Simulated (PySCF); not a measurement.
disilylmethane (CH8Si2), SMILES [SiH3]C[SiH3].

Coordinates come from a B3LYP-D3(BJ)/def2-SVP optimisation.

These are TDA-M06-2X/def2-SVPD (PySCF) values and carry that method's errors.

Vertical excitations. Isolated molecule, no solvent. State labels are in the subgroup C2v.

Computed UV-visible absorptions:
```tsv
state	symmetry	energy (eV)	λ (nm)	f	main pairs
S1	B1	7.86	158	0.047	HOMO→LUMO 89 %
S2	A1	8.22	151	0.000	HOMO−1→LUMO 84 %
S3	B1	8.41	147	0.079	HOMO→LUMO+3 73 %, HOMO→LUMO+1 13 %
S4	B2	8.58	144	0.027	HOMO−2→LUMO 74 %
S5	A2	8.61	144	0.000	HOMO−3→LUMO 76 %
S6	B1	8.64	143	0.187	HOMO→LUMO+1 53 %, HOMO→LUMO+3 19 %
S7	A1	8.77	141	0.039	HOMO−1→LUMO+3 69 %, HOMO−1→LUMO+1 23 %
S8	B2	8.82	141	0.000	HOMO→LUMO+4 77 %
S9	A2	8.91	139	0.000	HOMO−3→LUMO+3 39 %, HOMO−1→LUMO+4 24 %, HOMO→LUMO+5 13 %, HOMO−3→LUMO+1 10 %
S10	A1	8.92	139	0.056	HOMO→LUMO+2 66 %, HOMO−1→LUMO+1 18 %
T1	B1	7.46	166	0	HOMO→LUMO 79 %, HOMO→LUMO+1 12 %
T2	A1	7.90	157	0	HOMO−1→LUMO 73 %
T3	B1	7.95	156	0	HOMO→LUMO+3 56 %, HOMO→LUMO+1 28 %
T4	B2	8.25	150	0	HOMO−2→LUMO 69 %, HOMO−3→LUMO+6 12 %
```
Triplets are in the Tamm–Dancoff approximation.
